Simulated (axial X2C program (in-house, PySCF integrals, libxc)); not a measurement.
RbCa: cheaper levels and CCSD(T), 2c

All values were computed with an in-house relativistic program for diatomic molecules. Two-component (2c) means X2C with spin–orbit coupling and atomic mean-field two-electron Coulomb and Gaunt terms. Basis: Rb dyall-cv3z [12s13p8d4f1g], Ca dyall-cv3z [11s12p6d4f] (cores contracted in-house); Gaussian nuclei, density fitting, unrestricted open shells. Masses: Rb 84.912 u, Ca 39.963 u.

State: Ω = 1/2 (⟨Sz⟩ = 0.50, ⟨Lz⟩ = 0.00 at HF); fragments Rb + Ca.

```
level  Re (Å)  ωe (cm⁻¹)  De (eV)
 PBE0   4.421       60.9    0.212
  MP2   4.497       48.1    0.019
  LDA   4.232       67.6    0.292
```

Correlated methods: 11 electrons correlated (number of frozen shells: Rb 3 s, 2 p, 1 d; Ca 3 s, 2 p), 315 virtual spin orbitals or spinors in MP2, 90 natural virtuals in coupled cluster.

CCSD(T), same Hamiltonian and basis:

Re = 4.486 Å, ωe = 51.7 cm⁻¹, De = 0.13 eV; T1 = 0.042 (Lee–Taylor normalisation).

(1) Give the differences from CCSD(T) in the columns below.

One determinant describes the state; a PBE0 search over occupations chose it and may have missed a lower one. De is counted from the lowest determinant-based energies of the atoms at the same level, without counterpoise correction. Density functionals use the spin component along the axis (collinear). Coupled cluster ran in a truncated set of natural virtual spinors; the MP2 energy of the rest was added. (T) has no such correction and the atoms are truncated less, which lowers De at CCSD(T) by a hundredth of an eV or more. The outer-core s and p shells of the metal are frozen in the correlated rows, which leaves out core–valence correlation; for alkali and alkaline-earth bonds that tends to lengthen them. The determinant is spin-polarised beyond a pure state at some levels (its spin-free form has ⟨S²⟩ too high), which makes Re and μ there less reliable. The T1 diagnostic is large, a sign of multireference character. With the outer-core shells frozen, correlated bond lengths of heavy atoms tend to come out a few hundredths of an ångström too long. The levels of this run spread widely (ωe from 48 to 68 cm⁻¹), so these constants depend on the method. The bond is weak, and without diffuse functions and with truncated virtuals even CCSD(T) can be tens of per cent off in De.

Answers

(1) 

```json
{"level": "PBE0", "ΔRe (Å)": "-0.065", "Δωe (cm⁻¹)": "9.2"}
{"level": "MP2", "ΔRe (Å)": "0.011", "Δωe (cm⁻¹)": "-3.6"}
{"level": "LDA", "ΔRe (Å)": "-0.254", "Δωe (cm⁻¹)": "15.9"}
```
